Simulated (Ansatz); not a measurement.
Consider the substitution at a C–C bond: `CC(=O)[SiH3]` + H₂S → `O=C([SiH3])S` + CH₄.

Program: Ansatz. Geometries: PBE0-D4/def2-TZVP. ΔE: electronic, gas phase. CBS: MP2 limit from def2 TZ/QZ plus the TZ coupled-cluster correction, frozen cores. This one scheme is used for every species. Each species was taken in one conformer, which may not be the lowest.

| level | ΔE (kJ/mol) |
| --- | --- |
| SCS-MP2/def2-TZVPP | -30.0 |
| MP2/CBS(def2) | -35.4 |

Problem. What does CCSD(T)/CBS give? (Best estimate.)

Solution. Ansatz gave: -28.7 kJ/mol. The listed levels differ from it by -1.3, -6.7 kJ/mol.

Largest T1 diagnostic among the species: 0.017.

In def2-TZVPP, CCSD(T) changes the Hartree–Fock value by −15.4 kJ/mol (the triples alone add −6.1 kJ/mol) and MP2 by −22.1 kJ/mol. From r2SCAN to r2SCAN0 (25 % exact exchange), in def2-TZVPP and without D4, ΔE moves by +8.8 kJ/mol.
